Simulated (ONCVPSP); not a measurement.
# Which change was made? (B, ONCV)

ONCVPSP 4.0.1 input, shortened (lines: element, Z, core and valence counts, functional; n l f; lmax; l rc ep ncon nbas qcut; lloc lpopt rc5 dvloc0; l nproj debl; icmod fcfact rcfact), PBEsol, scalar-relativistic:

```
  B 5.00    0    3  -116133      upf
    1    0    2.00
    2    0    2.00
    2    1    0.50
    2
    0    0.70    0.00    4    8   13.00
    1    2.15    0.00    4    8    7.90
    2    1.85    0.37    5    9    5.70
    4    5    0.50    0.00
    0    2    1.30
    1    1    1.50
    2    2    2.90
    0    0.00    0.00
```

Cutoffs, loose and tight: the cutoffs (Ha) at which the residual kinetic energy of the hardest occupied pseudo-wave falls to 1 and 0.1 mHa per electron. They do not see the model core or the augmentation charge, which bear on the density cutoff. Test errors are all-electron minus pseudo excitation energies from the reference, over the configurations 1s2 2s2 2p1; 1s2 2s2 2p0; 1s2 2s1 2p0; 1s2 2s0 2p3; variants that change the core or the reference have their own tests.

The base gives: outcome: generated; cutoff, loose: 141 Ha; cutoff, tight: 355 Ha; bound ghosts: d; GHOST(+) flags above zero: none; largest test error (meV): +24.

**Question.** After one change the result is: outcome: generated; cutoff, loose: 12 Ha; cutoff, tight: 17 Ha; bound ghosts: none; GHOST(+) flags above zero: p; largest test error (meV): +207. Which change was it?
A. core [He], valence charge 3; reference 2s2 2p0.5; waves now 2s: rc 1.30 bohr, ncon 5, nbas 8, qcut 5.8 1/bohr, 2 projectors, debl 2.8 Ha; 2p: rc 3.45 bohr, ncon 4, nbas 8, qcut 4.4 1/bohr, 2 projectors, debl 3.2 Ha; d scattering state at 0.43 Ha: rc 3.00 bohr, ncon 3, nbas 7, qcut 2.9 1/bohr, 3 projectors, debl 3.1 Ha; local potential polynomial inside 1.10 bohr (lpopt 5, dvloc0 0 Ha); core correction polynomial model core, fcfact 0.7
B. local potential polynomial inside 0.60 bohr (lpopt 4, dvloc0 0 Ha)
C. p: rc 2.92

**Answer.** A. The others give: local potential polynomial inside 0.60 bohr (lpopt 4, dvloc0 0 Ha) → outcome: generated; cutoff, loose: 141 Ha; cutoff, tight: 355 Ha; bound ghosts: none; GHOST(+) flags above zero: d; largest test error (meV): +24 | p: rc 2.92 → outcome: failed: ERROR pspot: first pseudo wave function has node, program will stop.
